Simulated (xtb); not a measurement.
FeO4, SMILES [O]1[Fe]([O]1)(=[O])=[O], multiplicity 1. All values are semi-empirical tight-binding results from xtb (GFN2-xTB unless named), good for trends rather than for accurate numbers. The structure is a stationary point at GFN2-xTB. The multiplicity is an assumed one; other spin states were not compared.

For metal compounds this method's bond lengths and energies can be far off.

Computed properties:
```
Property                                      Result
-------------------------------------  -------------
point group as xtb finds it                      C2v
orbital gap                                  2.51 eV
zero-point energy                       8.3 kcal/mol
G − E(el) at 298.15 K (modified RRHO)  -9.1 kcal/mol
```
